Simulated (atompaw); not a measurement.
**PBE PAW (atompaw) dataset for Er (Z = 68), scalar-relativistic all-electron reference.**

| Item | Value |
| --- | --- |
| Element | Er (Z = 68) |
| Generator | atompaw 4.2.0.5 |
| Type | PAW |
| Functional | PBE |
| Relativity | scalar-relativistic |
| Frozen core | [Kr] 4d10 4f11 |
| Valence charge | 11 |
| Reference configuration | 5s2 5p6 5d1 6s1.5 6p0.5 |
| Partial waves | 5s (bound): rc 1.35 bohr; 6s (bound): rc 3.00 bohr; 5p (bound): rc 2.15 bohr; 6p (bound): rc 3.00 bohr; 5d (bound): rc 3.00 bohr; 5d channel at 0.4 Ry: rc 3.00 bohr |
| Local potential | troulliermartins scheme with l = 3 at 0.5 Ry, radius 2.40 bohr |
| Core correction | smooth core density matched at 2.10 bohr |
| Augmentation charge | sinc compensation charge, radius 1.98 bohr; PAW radius 3.00 bohr; waves and projectors: custom rrkj vanderbiltortho |

All-electron outer shells of the reference configuration (PBE, scalar-relativistic, ld1.x):

```tsv
shell	level (eV)	outermost node (bohr)	outermost maximum (bohr)
4d	-173.34	0.25	0.51
5s	-56.73	0.60	1.10
5p	-30.47	0.65	1.26
4f	-10.19	–	0.51
6s	-4.83	1.49	3.18
5d	-2.64	0.73	1.86
6p	-1.66	1.80	4.34
```

Results:

```
Cutoffs needed                                           : 18 Ry and 45 Ry (the cutoffs (Ry, on a coarse ladder) from which the occupation-weighted sum of valence levels, in a spherical-Bessel basis at the reference potential, stays within 10 and 1 mRy of its value at 400 Ry)
Ghost test                                               : no extra level below or beside the all-electron valence levels (s, p, d, f tested) (spherical-Bessel basis up to 400 Ry, 20 bohr box)
Lowest eigenvalue of the overlap operator                : 0.08 (s channel)
Overlap eigenvalues printed by atompaw (projector basis) : 0.00804, 0.0655, 0.549, 158, 1.79e+03, 7.12e+03
Share of each valence orbital outside the PAW sphere     : 5s 0 %, 6s 69 %, 5p 1 %, 6p 91 %, 5d 35 %
```

Generation and tests took about 1.8 min on one core of a shared server CPU.
